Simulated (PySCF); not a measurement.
## Ni⁺ (nickel, charge +1) across methods

[Ar] 3d8 4s1, high-spin 4F determinant (an excited configuration). Computed with PySCF 2.14 in STO-3G (4s3p1d, 18 functions), with no relativity, point nucleus.

```json
{"method": "PBE", "E (hartree)": "-1490.231", "mean ε 4s α (eV)": "-11.425", "mean ε 3d α (eV)": "7.201", "mean ε 3d β (eV)": "9.479", "Σ⟨r²⟩ (bohr²)": "21.44", "⟨S²⟩": "3.750"}
{"method": "LDA", "E (hartree)": "-1487.666", "mean ε 4s α (eV)": "-11.548", "mean ε 3d α (eV)": "7.149", "mean ε 3d β (eV)": "9.597", "Σ⟨r²⟩ (bohr²)": "21.47", "⟨S²⟩": "3.750"}
{"method": "revPBE", "E (hartree)": "-1490.416", "mean ε 4s α (eV)": "-11.325", "mean ε 3d α (eV)": "7.225", "mean ε 3d β (eV)": "9.487", "Σ⟨r²⟩ (bohr²)": "21.44", "⟨S²⟩": "3.750"}
{"method": "HSE06", "E (hartree)": "-1490.396", "mean ε 4s α (eV)": "-11.760", "mean ε 3d α (eV)": "3.967", "mean ε 3d β (eV)": "6.457", "Σ⟨r²⟩ (bohr²)": "21.36", "⟨S²⟩": "3.750"}
{"method": "PBE0", "E (hartree)": "-1490.381", "mean ε 4s α (eV)": "-12.165", "mean ε 3d α (eV)": "3.487", "mean ε 3d β (eV)": "5.983", "Σ⟨r²⟩ (bohr²)": "21.36", "⟨S²⟩": "3.750"}
{"method": "UHF", "E (hartree)": "-1489.53510", "mean ε 4s α (eV)": "-14.058", "mean ε 3d α (eV)": "-6.268", "mean ε 3d β (eV)": "-2.995", "Σ⟨r²⟩ (bohr²)": "21.20", "⟨S²⟩": "3.750"}
{"method": "r2SCAN", "E (hartree)": "-1490.624", "mean ε 4s α (eV)": "-11.548", "mean ε 3d α (eV)": "6.221", "mean ε 3d β (eV)": "8.558", "Σ⟨r²⟩ (bohr²)": "21.36", "⟨S²⟩": "3.750"}
{"method": "wB97M-V", "E (hartree)": "-1490.659", "mean ε 4s α (eV)": "-13.793", "mean ε 3d α (eV)": "1.232", "mean ε 3d β (eV)": "3.517", "Σ⟨r²⟩ (bohr²)": "21.35", "⟨S²⟩": "3.750"}
{"method": "M06", "E (hartree)": "-1490.476", "mean ε 4s α (eV)": "-11.528", "mean ε 3d α (eV)": "3.430", "mean ε 3d β (eV)": "6.587", "Σ⟨r²⟩ (bohr²)": "21.31", "⟨S²⟩": "3.750"}
```

The highest occupied level is positive at PBE, LDA, revPBE, HSE06, PBE0, r2SCAN, wB97M-V, M06: only the finite basis holds that electron, which in a density functional comes from self-interaction.
